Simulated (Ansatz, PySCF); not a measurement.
Dissociation curve of SMILES [BeH2] (H2Be). The Be1–H3 bond (Be1 also carries H; H3 carries nothing else) is varied alone, starting from the PBE0/def2-TZVP optimised geometry.

Levels: UKS-B3LYP/LANL2DZ = unrestricted B3LYP/LANL2DZ in PySCF; UCCSD(T) = CCSD(T) on UHF/aug-cc-pVDZ, frozen core run with Ansatz (a quantum-chemistry and plane-wave program); RKS-B3LYP/6-31G* = PySCF with restricted B3LYP/6-31G*, spherical d; FCI = Ansatz with full CI/aug-cc-pVDZ, frozen core; RCCSDT = CCSDT on RHF/aug-cc-pVDZ, frozen core in Ansatz.

Energies are in mEh, each relative to the lowest point of its own curve near equilibrium.

```csv
R / Å,UKS-B3LYP/LANL2DZ,UCCSD(T),RKS-B3LYP/6-31G*,FCI,RCCSDT
0.99,55.8,58.6,56.7,58.6,58.6
1.08,26.0,27.7,26.4,27.7,27.7
1.13,15.4,16.6,15.6,16.7,16.6
1.21,4.9,5.6,5.0,5.6,5.6
1.27,1.1,1.5,1.1,1.5,1.5
1.33,0.0,0.0,0.0,0.0,0.0
1.34,0.0,0.0,0.0,0.0,0.0
1.39,0.9,0.7,0.9,0.6,0.6
1.43,2.4,2.0,2.5,2.0,2.0
1.47,4.5,3.9,4.7,3.9,3.9
1.56,11.0,10.0,11.2,10.0,10.0
1.66,20.1,18.7,20.5,18.7,18.7
1.82,37.1,34.9,37.7,34.8,34.8
1.98,55.2,51.9,55.8,51.7,51.8
2.22,81.9,76.2,82.6,75.9,75.9
2.40,100.5,92.5,101.2,91.9,92.0
2.67,123.7,112.6,126.1,111.7,111.8
2.96,138.4,128.3,148.6,127.0,127.1
3.27,147.1,139.2,168.0,137.4,—
3.67,152.5,146.1,187.2,144.3,—
4.04,154.8,148.2,200.3,147.2,—
4.72,156.3,149.0,215.6,148.8,—
```

At the longest distance, 4.72 Å, RKS-B3LYP/6-31G* lies highest above its minimum (215.6 mEh) and FCI lowest (148.8 mEh).

A dash means that the run gave no value there, or that the column was ended at a point which the program doubted or which failed a test of continuity chosen for this set; such a test can also cut sound points.

The unrestricted determinant behind UKS-B3LYP/LANL2DZ is spin-contaminated at 2.67 to 4.72 Å (<S²> up to 1.0, against 0.00 for a pure singlet). The unrestricted determinant behind UCCSD(T) is spin-contaminated at 2.22 to 4.72 Å (<S²> up to 1.0, against 0.00 for a pure singlet). The restricted form behind RKS-B3LYP/6-31G* keeps the bonding electrons paired and can't separate into open-shell fragments. The T1 diagnostic of CCSD on the restricted reference of RCCSDT exceeds 0.045 at 2.96 to 4.72 Å.
